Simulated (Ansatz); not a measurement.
Consider the substitution at a C–O bond: `[AlH2][O]C[SiH3]` + `OB(O)O` → `OB(O)OC[SiH3]` + `[OH][AlH2]`.

Gas-phase electronic energies from Ansatz, PBE0-D4/def2-TZVP geometries. CCSD(T)/CBS adds triple-zeta CCSD(T) − MP2 to the extrapolated MP2 energy (def2 sets, frozen cores). This one scheme is used for every species. Functionals use def2-TZVPP. B3LYP here is the variant with VWN-RPA as its local correlation; programs differ in this. One conformer a species, not always the lowest.

```tsv
level	ΔE (kcal/mol)	difference from CCSD(T)/CBS
PBE-D4	3.0	0.8
r2SCAN-D4	2.7	0.5
PBE0-D4	3.1	0.9
B3LYP-D4	3.2	1.0
ωB97X-V	2.5	0.3
ωB97M-V	2.5	0.3
B2PLYP	2.8	0.6
PBE	3.0	0.8
r2SCAN	2.8	0.6
PBE0	3.1	0.9
B3LYP	3.1	0.9
HF/def2-TZVPP	3.5	1.3
MP2/def2-TZVPP	2.3	0.1
SCS-MP2/def2-TZVPP	2.4	0.2
CCSD/def2-TZVPP	2.5	0.3
CCSD(T)/def2-TZVPP	2.3	0.1
HF/def2-QZVPP	3.5	1.3
MP2/def2-QZVPP	2.2	0.0
SCS-MP2/def2-QZVPP	2.3	0.1
HF/CBS(def2)	3.4	1.2
MP2/CBS(def2)	2.1	-0.1
CCSD/CBS(def2)	2.3	0.1
CCSD(T)/CBS	2.2	0
```

Largest T1 diagnostic among the species: 0.013.

In def2-TZVPP, CCSD(T) changes the Hartree–Fock value by −1.2 kcal/mol (the triples alone add −0.2 kcal/mol) and MP2 by −1.2 kcal/mol.
